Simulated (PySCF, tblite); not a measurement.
Isomers of C5H11FSi, one GFN2-xTB conformer each. Single-point energies are computed at PBE0/pcSseg-1 (PySCF, gas phase, no added dispersion term), electronic only.

```csv
SMILES,GFN2-xTB relative energy (kJ/mol)
CC/C(=C\[SiH3])CF,178.8
C=C(F)C[SiH2]CC,198.9
CC/C=C/C[SiH2]F,3.6
CC(C)[SiH2]/C=C/F,213.9
C[C@@H]1[SiH2]CC[C@H]1F,98.2
CC[C@H]1C[Si@@H](F)C1,0.0
C/C(F)=C(\C)C[SiH3],150.3
```

Conformers: `[CH3:1][CH2:2]/[C:3](=[CH:4]\[SiH3:5])[CH2:6][F:7]` with C1–C2–C3–C4 -93°, C2–C3–C6–F7 -174°; `[CH2:1]=[C:2]([F:3])[CH2:4][SiH2:5][CH2:6][CH3:7]` with C1–C2–C4–Si5 98°, C2–C4–Si5–C6 52°, C4–Si5–C6–C7 178°; `[CH3:1][CH2:2]/[CH:3]=[CH:4]/[CH2:5][SiH2:6][F:7]` with C1–C2–C3–C4 115°, C3–C4–C5–Si6 -112°, C4–C5–Si6–F7 -179°; `[CH3:1][CH:2]([CH3:3])[SiH2:4]/[CH:5]=[CH:6]/[F:7]` with C1–C2–Si4–C5 -63°, C2–Si4–C5–C6 103°; `[CH3:1][C@@H:2]1[SiH2:3][CH2:4][CH2:5][C@H:6]1[F:7]` with C1–C2–Si3–C4 -137°, C2–Si3–C4–C5 -13°, Si3–C4–C5–C6 37°, C4–C5–C6–F7 -173°; `[CH3:1][CH2:2][C@H:3]1[CH2:4][Si@@H:5]([F:6])[CH2:7]1` with C1–C2–C3–C4 68°, C2–C3–C4–Si5 133°, C3–C4–Si5–F6 -121°, C4–Si5–C7–C3 9°, C2–C3–C7–Si5 -134°; `[CH3:1]/[C:2]([F:3])=[C:4](\[CH3:5])[CH2:6][SiH3:7]` with C2–C4–C6–Si7 -89°.

Question: What does PBE0/pcSseg-1 give for the same structures?

Answer: 
| SMILES | PBE0/pcSseg-1 E (Eh) | PBE0/pcSseg-1 (kJ/mol) | GFN2-xTB (kJ/mol) | point group |
| --- | --- | --- | --- | --- |
| CC[C@H]1C[Si@@H](F)C1 | -586.03572 | 0.0 | 0.0 | C1 |
| CC/C=C/C[SiH2]F | -586.02354 | 32.0 | 3.6 | C1 |
| C[C@@H]1[SiH2]CC[C@H]1F | -585.99238 | 113.8 | 98.2 | C1 |
| C=C(F)C[SiH2]CC | -585.96869 | 176.0 | 198.9 | C1 |
| CC(C)[SiH2]/C=C/F | -585.96253 | 192.2 | 213.9 | C1 |
| C/C(F)=C(\C)C[SiH3] | -585.96252 | 192.2 | 150.3 | C1 |
| CC/C(=C\[SiH3])CF | -585.95184 | 220.2 | 178.8 | C1 |

Both levels put the same isomer lowest; measured from each level's own lowest isomer, the values differ by up to 41.9 kJ/mol (C/C(F)=C(\C)C[SiH3]: 150.3 against 192.2). As drawn, the lowest has a four-membered ring and an Si–F bond, which the highest lacks; the highest has a C=C bond outside aromatic rings, which the lowest lacks. Neighbours under 10 kJ/mol apart (CC(C)[SiH2]/C=C/F and C/C(F)=C(\C)C[SiH3]) can change places with a better method, another conformer or zero-point energy.

Question: Which frontier levels, dipoles and rotational constants go with these structures?

Answer: 
```json
{"SMILES": "CC[C@H]1C[Si@@H](F)C1", "HOMO (eV, PBE0/pcSseg-1)": "-8.03", "LUMO (eV)": "0.84", "dipole (D)": "1.78", "A, B, C (MHz)": "5067, 1093, 1045"}
{"SMILES": "CC/C=C/C[SiH2]F", "HOMO (eV, PBE0/pcSseg-1)": "-7.04", "LUMO (eV)": "0.02", "dipole (D)": "2.06", "A, B, C (MHz)": "9512, 627.1, 613.1"}
{"SMILES": "C[C@@H]1[SiH2]CC[C@H]1F", "HOMO (eV, PBE0/pcSseg-1)": "-8.07", "LUMO (eV)": "0.64", "dipole (D)": "1.66", "A, B, C (MHz)": "2715, 2054, 1273"}
{"SMILES": "C=C(F)C[SiH2]CC", "HOMO (eV, PBE0/pcSseg-1)": "-7.06", "LUMO (eV)": "0.39", "dipole (D)": "1.08", "A, B, C (MHz)": "3515, 1156, 1003"}
{"SMILES": "CC(C)[SiH2]/C=C/F", "HOMO (eV, PBE0/pcSseg-1)": "-7.59", "LUMO (eV)": "-0.20", "dipole (D)": "1.42", "A, B, C (MHz)": "3306, 1022, 959.8"}
{"SMILES": "C/C(F)=C(\\C)C[SiH3]", "HOMO (eV, PBE0/pcSseg-1)": "-6.40", "LUMO (eV)": "0.62", "dipole (D)": "1.81", "A, B, C (MHz)": "3044, 1366, 1085"}
{"SMILES": "CC/C(=C\\[SiH3])CF", "HOMO (eV, PBE0/pcSseg-1)": "-7.42", "LUMO (eV)": "-0.40", "dipole (D)": "2.16", "A, B, C (MHz)": "2361, 1417, 960.3"}
```

Question: What happens when harmonic zero-point energies from GFN2-xTB frequencies are added?

Answer: 
```csv
SMILES,ZPE (kJ/mol),electronic (kJ/mol),with ZPE (kJ/mol)
CC[C@H]1C[Si@@H](F)C1,390.5,0.0,0.0
CC/C=C/C[SiH2]F,377.8,32.0,19.3
C[C@@H]1[SiH2]CC[C@H]1F,384.8,113.8,108.2
C=C(F)C[SiH2]CC,374.1,176.0,159.6
CC(C)[SiH2]/C=C/F,375.1,192.2,176.8
C/C(F)=C(\C)C[SiH3],367.3,192.2,169.1
CC/C(=C\[SiH3])CF,369.9,220.2,199.7
```

The zero-point energies span 23.2 kJ/mol. The lowest isomer stays, but the order above it changes.
